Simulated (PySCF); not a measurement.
## Field gradients at the hydrogen positions

Species: C3H14Si3.
Numbering: `[SiH3:1][CH2:2][CH2:3][SiH2:4][CH2:5][SiH3:6]` (hydrogens: H7, H8, H9 on Si1; H10, H11 on C2; H12, H13 on C3; H14, H15 on Si4; H16, H17 on C5; H18, H19, H20 on Si6)

Cartesian coordinates in Å at the GFN2-xTB level; atoms count from 1:
```xyz
20
C3H14Si3 angstrom
Si    -3.778    0.439   -0.217
C     -2.111   -0.284    0.337
C     -0.931    0.271   -0.462
Si     0.738   -0.440    0.116
C      2.143    0.290   -0.931
Si     3.885   -0.272   -0.438
H     -4.862   -0.156    0.568
H     -3.768    1.891   -0.022
H     -3.986    0.148   -1.638
H     -2.126   -1.371    0.240
H     -1.950   -0.079    1.398
H     -1.086    0.053   -1.521
H     -0.923    1.360   -0.374
H      0.935   -0.105    1.533
H      0.711   -1.903   -0.025
H      1.975    0.034   -1.978
H      2.100    1.378   -0.879
H      3.994   -1.726   -0.561
H      4.165    0.124    0.943
H      4.873    0.357   -1.322
```

Level: PBE0/pcSseg-1 (PySCF, non-relativistic); Q(2H) = 0.00286 b; rigid geometry, the same for H and D, with no vibrational averaging.

Problem. Rank these positions by the coupling χzz of a deuteron there, largest first.
A. H7 (Si–H hydrogen)
B. H11 (methylene hydrogen)
C. H16 (methylene hydrogen)

Solution. C (215 kHz), B (208 kHz), A (109 kHz).

Problem. Give the electric field gradient Vzz (the principal value of largest size), its asymmetry and the 2H coupling at each hydrogen.

Solution. 
```json
{"atom": "H7", "bonded to": "Si1", "bond length (Å)": "1.464", "Vzz (au)": "0.1628", "η": "0.00", "χzz (kHz)": "109"}
{"atom": "H8", "bonded to": "Si1", "bond length (Å)": "1.465", "Vzz (au)": "0.1621", "η": "0.01", "χzz (kHz)": "109"}
{"atom": "H9", "bonded to": "Si1", "bond length (Å)": "1.465", "Vzz (au)": "0.1620", "η": "0.01", "χzz (kHz)": "109"}
{"atom": "H10", "bonded to": "C2", "bond length (Å)": "1.092", "Vzz (au)": "0.3095", "η": "0.03", "χzz (kHz)": "208"}
{"atom": "H11", "bonded to": "C2", "bond length (Å)": "1.092", "Vzz (au)": "0.3096", "η": "0.03", "χzz (kHz)": "208"}
{"atom": "H12", "bonded to": "C3", "bond length (Å)": "1.092", "Vzz (au)": "0.3096", "η": "0.03", "χzz (kHz)": "208"}
{"atom": "H13", "bonded to": "C3", "bond length (Å)": "1.092", "Vzz (au)": "0.3094", "η": "0.03", "χzz (kHz)": "208"}
{"atom": "H14", "bonded to": "Si4", "bond length (Å)": "1.470", "Vzz (au)": "0.1585", "η": "0.02", "χzz (kHz)": "106"}
{"atom": "H15", "bonded to": "Si4", "bond length (Å)": "1.470", "Vzz (au)": "0.1586", "η": "0.02", "χzz (kHz)": "107"}
{"atom": "H16", "bonded to": "C5", "bond length (Å)": "1.091", "Vzz (au)": "0.3202", "η": "0.01", "χzz (kHz)": "215"}
{"atom": "H17", "bonded to": "C5", "bond length (Å)": "1.091", "Vzz (au)": "0.3203", "η": "0.01", "χzz (kHz)": "215"}
{"atom": "H18", "bonded to": "Si6", "bond length (Å)": "1.464", "Vzz (au)": "0.1628", "η": "0.01", "χzz (kHz)": "109"}
{"atom": "H19", "bonded to": "Si6", "bond length (Å)": "1.464", "Vzz (au)": "0.1626", "η": "0.01", "χzz (kHz)": "109"}
{"atom": "H20", "bonded to": "Si6", "bond length (Å)": "1.468", "Vzz (au)": "0.1601", "η": "0.01", "χzz (kHz)": "108"}
```

Problem. Average by the element that carries the hydrogen.

Solution. on Si: 108 kHz over 8 positions, mean bond length 1.466 Å; on C: 210 kHz over 6 positions, mean bond length 1.092 Å.

One conformer (not necessarily the lowest) at the GFN2-xTB geometry, without solvent, vibrations or thermal averaging. GFN2-xTB bond lengths can be off by several hundredths of an ångström, more for odd bonds, and the gradients follow them. With a basis this small, the couplings can be 20 % off.

These values come from a run that also computed NMR shieldings. The run took 34 s on an Arm Neoverse V1 with one thread, shared host with 32 logical CPUs at a one-minute load of 27, and the process peaked at 0.85 GiB of memory.
